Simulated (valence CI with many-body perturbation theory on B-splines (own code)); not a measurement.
## E1 transitions of Nb27+

Method: valence CI with perturbative core correlation (CI+MBPT): four valence electrons over a frozen Dirac-Fock core [Ne], a basis of 11 s, 11 p, 9 d, 7 f, 5 g, 2 h, 1 i functions for each j, with the one-electron correlation potential Σ1 (screened to all orders), the two-electron term Σ2, the three-electron term Σ3, Breit, model QED; selected single and double excitations, second order for the rest (own B-spline code, finite nucleus).

The last digits are not significant, and no measured levels were compared; by estimate large intervals hold to a few tenths of a per cent, small ones and those within an open d or f shell to about a per cent.

Lines 151 to 200 of 231 in falling wavelength, among levels below 1975600 cm⁻¹, chosen from the strongest by gf and those to the six lowest levels. Wavelengths and rates use the calculated energies. Electric multipoles are in the length gauge, E1 and E2 with the static RPA response of the core. Weak lines are less certain than strong ones. Lines between different terms over intervals too small for the method are left out, as are lines whose strength nearly cancels. Where a level lies close to another of its J and parity, the split of strength between their lines is uncertain. The highest levels of a list are the least certain.

Names give the largest LS component (configuration and term), which can be under half, so a name can repeat, a term be missing and a line seem to break the LS rules; names also repeat where a configuration has a term twice. Letters in brackets count levels of one name in rising energy.

| λ vac (Å) | Upper | Lower | A (s⁻¹) | log gf | Branch % |
| --- | --- | --- | --- | --- | --- |
| 102.1 | 3s3p²3d ³G_4 | 3s3p³ ³D°_3 | 3.70e+09 | -1.28 | 9.0 |
| 102.0 | 3s3p²3d ³P_1 | 3s3p³ ³P°_0 | 4.22e+10 | -0.70 | 33.1 |
| 101.8 | 3s²3p3d ³D°_1 | 3s²3p² ³P_1 | 1.98e+10 | -1.04 | 11.1 |
| 101.3 | 3s²3p3d ³P°_2 [a] | 3s²3p² ³P_1 | 6.42e+10 | -0.31 | 54.2 |
| 100.7 | 3s3p²3d ³F_2 [a] | 3s3p³ ⁵S°_2 | 3.01e+09 | -1.64 | 14.6 |
| 100.3 | 3p⁴ ³P_1 [a] | 3s3p³ ⁵S°_2 | 2.35e+08 | -2.97 | 0.8 |
| 99.89 | 3s3p²3d ³F_2 [b] | 3s²3p3d ¹D°_2 | 5.16e+09 | -1.41 | 3.0 |
| 99.70 | 3s3p²3d ¹G_4 | 3s3p³ ³D°_3 | 1.73e+10 | -0.63 | 70.8 |
| 99.31 | 3p⁴ ¹D_2 | 3s3p³ ⁵S°_2 | 4.44e+09 | -1.48 | 18.9 |
| 99.16 | 3s3p²3d ³P_2 | 3s3p³ ³D°_1 | 1.55e+10 | -0.94 | 15.4 |
| 98.89 | 3s3p²3d ³F_3 [b] | 3s²3p3d ¹D°_2 | 1.19e+10 | -0.91 | 7.2 |
| 98.87 | 3s3p²3d ³D_2 [c] | 3s²3p3d ¹D°_2 | 3.34e+10 | -0.61 | 23.3 |
| 98.80 | 3s²3p3d ¹F°_3 | 3s²3p² ³P_2 | 1.29e+11 | 0.12 | 84.3 |
| 98.43 | 3s3p²3d ³D_2 [d] | 3s3p³ ³P°_1 | 1.23e+10 | -1.05 | 7.7 |
| 98.14 | 3p⁴ ³P_1 [b] | 3s3p³ ³D°_1 | 8.56e+10 | -0.43 | 59.0 |
| 97.42 | 3s3p²3d ³D_3 [a] | 3s3p³ ³D°_2 | 3.60e+10 | -0.44 | 36.8 |
| 97.17 | 3s3p²3d ³D_2 [a] | 3s3p³ ³D°_3 | 1.89e+10 | -0.87 | 17.7 |
| 96.92 | 3s3p²3d ¹P_1 | 3s3p³ ³P°_0 | 1.35e+10 | -1.24 | 8.3 |
| 95.97 | 3s3p²3d ¹P_1 | 3s²3p3d ¹D°_2 | 1.91e+10 | -1.10 | 11.7 |
| 95.86 | 3s3p²3d ⁵P_3 | 3s3p³ ⁵S°_2 | 5.52e+10 | -0.27 | 84.9 |
| 95.82 | 3s3p³ ¹P°_1 | 3s²3p² ¹D_2 | 5.79e+09 | -1.62 | 3.5 |
| 95.80 | 3s3p²3d ³D_2 [d] | 3s²3p3d ¹D°_2 | 1.38e+10 | -1.02 | 8.6 |
| 95.49 | 3s3p²3d ³F_3 [a] | 3s3p³ ³D°_2 | 2.58e+10 | -0.61 | 29.2 |
| 95.33 | 3s3p²3d ³D_2 [b] | 3s3p³ ³D°_3 | 1.28e+10 | -1.06 | 8.7 |
| 95.15 | 3s3p²3d ³D_1 [a] | 3s3p³ ³D°_2 | 1.21e+10 | -1.31 | 12.5 |
| 94.95 | 3s3p²3d ³D_3 [b] | 3s3p³ ³D°_3 | 8.62e+10 | -0.09 | 63.2 |
| 94.86 | 3s3p³ ³S°_1 | 3s²3p² ³P_0 | 4.23e+10 | -0.77 | 24.5 |
| 94.37 | 3s²3p3d ¹P°_1 | 3s²3p² ³P_2 | 7.61e+09 | -1.52 | 5.1 |
| 93.29 | 3s²3p3d ³D°_2 | 3s²3p² ¹D_2 | 1.21e+11 | -0.10 | 59.8 |
| 92.84 | 3s3p²3d ³D_2 [a] | 3s3p³ ³D°_2 | 5.30e+10 | -0.47 | 49.5 |
| 92.81 | 3s3p³ ¹P°_1 | 3s²3p² ³P_1 | 1.07e+11 | -0.38 | 63.6 |
| 92.79 | 3p⁴ ³P_2 [b] | 3s3p³ ⁵S°_2 | 5.69e+08 | -2.43 | 0.5 |
| 92.71 | 3s3p²3d ⁵D_3 | 3s3p³ ⁵S°_2 | 4.87e+10 | -0.36 | 76.8 |
| 92.51 | 3s3p²3d ⁵P_2 | 3s3p³ ⁵S°_2 | 1.28e+11 | -0.08 | 93.6 |
| 92.31 | 3s²3p3d ³D°_3 | 3s²3p² ¹D_2 | 1.45e+11 | 0.11 | 90.8 |
| 92.03 | 3s3p²3d ³D_1 [c] | 3s3p³ ³D°_2 | 6.98e+10 | -0.58 | 47.4 |
| 91.80 | 3s3p²3d ⁵P_1 | 3s3p³ ⁵S°_2 | 1.42e+11 | -0.27 | 97.3 |
| 91.75 | 3s3p²3d ³D_1 [a] | 3s3p³ ³D°_1 | 3.14e+10 | -0.92 | 32.6 |
| 91.57 | 3s3p²3d ³D_1 [b] | 3s3p³ ³D°_1 | 1.98e+10 | -1.13 | 16.6 |
| 91.16 | 3s3p²3d ³D_2 [b] | 3s3p³ ³D°_2 | 2.95e+10 | -0.74 | 20.1 |
| 90.81 | 3s3p²3d ³D_3 [b] | 3s3p³ ³D°_2 | 2.30e+10 | -0.70 | 16.9 |
| 90.48 | 3s3p²3d ³P_0 [b] | 3s3p³ ³D°_1 | 7.95e+10 | -1.01 | 77.9 |
| 90.43 | 3s²3p3d ³D°_2 | 3s²3p² ³P_1 | 7.32e+10 | -0.35 | 36.3 |
| 90.05 | 3s²3p3d ³P°_1 | 3s²3p² ¹D_2 | 2.31e+10 | -1.07 | 15.7 |
| 89.93 | 3s3p²3d ³F_4 [b] | 3s3p³ ³D°_3 | 1.33e+11 | 0.16 | 97.6 |
| 89.64 | 3s²3p3d ³P°_0 | 3s²3p² ³P_1 | 1.44e+11 | -0.76 | 100.0 |
| 89.60 | 3s3p²3d ³D_2 [a] | 3s3p³ ³D°_1 | 9.99e+09 | -1.22 | 9.3 |
| 88.98 | 3s3p²3d ³F_3 [b] | 3s3p³ ³D°_2 | 4.38e+10 | -0.44 | 26.5 |
| 88.96 | 3s²3p3d ³D°_1 | 3s²3p² ³P_0 | 1.47e+11 | -0.28 | 82.6 |
| 88.84 | 3s3p²3d ³D_1 [c] | 3s3p³ ³D°_1 | 2.46e+10 | -1.06 | 16.7 |

(1) How does gf follow from A for the line at 95.80 Å?

## Answers

(1) gf = 1.4992 × (2J+1)_upper × A / σ², with σ = 1043798 cm⁻¹ and 2J+1 = 5: gf = 0.0947.
